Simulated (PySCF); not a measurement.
Mg(NMe2)(SH) (C₂H₇MgNS), SMILES C[N](C)[Mg][SH].

The structure is a stationary point at TPSSh-D3(BJ)/def2-SVP. The structure was generated by enumeration; whether it is a known compound was not checked. One conformer was computed; it need not be the lowest.

All values below come from TPSSh-D3(BJ)/def2-SVP in PySCF 2.14.0.

Frequencies are harmonic and unscaled.

```csv
mode,ν (cm⁻¹),IR (km/mol),Raman (Å⁴/amu),depolarisation,moving atoms (share of kinetic energy)
1,66,7.4,0.3,0.75,"C 31 %, Mg 29 %, S 19 %, H 17 %"
2,89,15.4,0.7,0.67,"Mg 59 %, H 16 %, S 14 %, C 9 %"
3,96,13.6,0.1,0.74,H 95 %
4,173,20.1,2.6,0.69,"H 58 %, N 29 %, Mg 13 %"
5,196,34.2,0.6,0.75,"Mg 47 %, C 25 %, N 16 %, H 11 %"
6,256,0.0,1.0,0.75,H 97 %
7,266,0.2,14.2,0.21,"S 43 %, C 35 %, H 19 %"
8,290,21.0,0.9,0.71,"H 59 %, N 35 %"
9,411,9.4,7.9,0.08,"H 29 %, C 24 %, S 17 %, Mg 16 %, N 15 %"
10,537,5.5,3.3,0.70,H 92 %
11,634,56.2,4.8,0.01,"Mg 57 %, C 21 %, H 10 %"
12,999,110.6,12.4,0.51,"C 41 %, H 31 %, N 26 %"
13,1086,2.0,1.7,0.75,"H 71 %, C 25 %"
14,1108,0.0,1.3,0.75,"H 81 %, C 19 %"
15,1155,0.1,21.8,0.74,"H 69 %, C 19 %, N 12 %"
16,1209,89.2,0.7,0.75,"N 56 %, C 32 %, H 12 %"
17,1277,27.8,25.0,0.13,"H 42 %, N 33 %, C 24 %"
18,1440,10.9,28.5,0.75,"H 87 %, C 12 %"
19,1460,0.0,51.1,0.75,H 97 %
20,1463,1.3,1.0,0.70,H 96 %
21,1467,35.6,16.8,0.58,"H 83 %, C 17 %"
22,1502,14.3,1.9,0.75,H 96 %
23,1515,0.3,36.0,0.74,H 96 %
24,2673,2.3,123.5,0.27,H 97 %
25,2919,93.0,51.4,0.75,H 97 %
26,2926,222.9,287.2,0.01,H 97 %
27,2954,148.0,397.9,0.75,"H 91 %, C 9 %"
28,2966,0.0,38.0,0.75,"H 90 %, C 10 %"
29,3051,49.7,48.9,0.75,"H 91 %, C 9 %"
30,3053,46.9,92.1,0.68,"H 91 %, C 9 %"
```
